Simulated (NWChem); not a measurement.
Molecule: C4H7Cl; SMILES C1C(Cl)CC1

```xyz
12

Cl     0.1103     1.8213     0.0000
C      0.5447     0.0600     0.0000
C     -0.0684    -0.8440    -1.0864
C     -0.1673    -1.9535     0.0000
C     -0.0684    -0.8440     1.0864
H      1.6358     0.0250     0.0000
H      0.5312    -1.0315    -1.9816
H     -1.0585    -0.4856    -1.3826
H      0.7087    -2.6095     0.0000
H     -1.0697    -2.5706     0.0000
H      0.5312    -1.0315     1.9816
H     -1.0585    -0.4856     1.3826
```
Atoms are numbered in this order, from 1.

All runs: NWChem. All runs use the structure optimised with B3LYP/6-31G* (spherical d). Isolated, static molecule.

GIAO at BHandHLYP/pcSseg-1: principal shieldings of C2 are 89.2, 120.9, 161.8 ppm; an isolated tetramethylsilane molecule has σ = 184.8 ppm at the same levels.

Q: Find the isotropic 13C shift, its principal values, the span and the skew.

A: 
1. σ(iso) = one third of the sum = 124.0 ppm.
2. δ = σ(reference) − σ = 60.8 ppm against tetramethylsilane.
3. δ11, δ22, δ33 = 95.6, 63.9, 23.0 ppm.
4. Span Ω = δ11 − δ33 = 72.6 ppm; skew κ = 3(δ22 − δ(iso))/Ω = 0.13.
